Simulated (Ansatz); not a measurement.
# AgCl (silver chloride): the vertical energy of the triplet above the singlet from total energies

The species is AgCl (2 atoms), meant as a singlet with charge 0. As SMILES, `[Cl][Ag]`. The coordinates come from a PBE0-D4/def2-TZVP relaxation.

```xyz
2

Cl    0.9876   -0.3775    0.4910
Ag   -0.9581    0.3174   -0.4870
```

Both states at this one shape; open shells run unrestricted unless said. 1 Eh = 27.2114 eV.

```tsv
level	program	singlet AgCl (Eh)	triplet AgCl (Eh)
HF/3-21G	Ansatz	-5630.850605	-5630.718831
HF/def2-TZVPP (core potential)	Ansatz	-605.672452	-605.556466
B3LYP/def2-TZVPP (core potential)	Ansatz	-607.303748	-607.195499
```

**Question.** Work out the vertical gap, second state less first, at each level.

**Answer.** 
1. HF/3-21G: -5630.718831 − (-5630.850605) = 0.131774 Eh = 3.59 eV.
2. HF/def2-TZVPP (core potential): -605.556466 − (-605.672452) = 0.115986 Eh = 3.16 eV.
3. B3LYP/def2-TZVPP (core potential): -607.195499 − (-607.303748) = 0.108249 Eh = 2.95 eV.

No measured value is set beside it here; the levels span 2.95 to 3.59 eV. Spin-orbit coupling, which splits open shells on such heavy atoms by tenths of an eV, is left out. All-electron rows are non-relativistic unless named.
